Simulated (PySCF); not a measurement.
## Ionisation energy of Sb⁺ by level of theory

Sb⁺ [Kr] 4d10 5s2 5p2 (3P) → Sb²⁺ [Kr] 4d10 5s2 5p1 (2P), as a difference of total energies. All numbers are calculated (PySCF 2.14, scalar relativity through the core potential, in cc-pVDZ-PP with ECP28MDF). Correlated levels: valence: 4s2 4p6 4d10 frozen. The calculations carry no spin-orbit coupling.

```tsv
method	ionisation energy (eV)
UHF	16.002
r2SCAN	16.653
M06-2X	16.402
MP2 (valence)	16.221
SCS-MP2 (valence)	16.167
CCSD (valence)	16.249
CCSD(T) (valence)	16.254
```

**Question.** How much does correlation contribute at CCSD(T) (valence)?

**Answer.** 16.254 − (16.002) = 0.252 eV, measured against UHF.

The reference lies between the lowest fine-structure levels, while these numbers refer to the centres of the terms.

Errors of the correlated levels include the incompleteness of this basis and the frozen core.

For comparison: 16.626 ± 0.025 eV (measured; NIST Atomic Spectra Database, ionization energies).
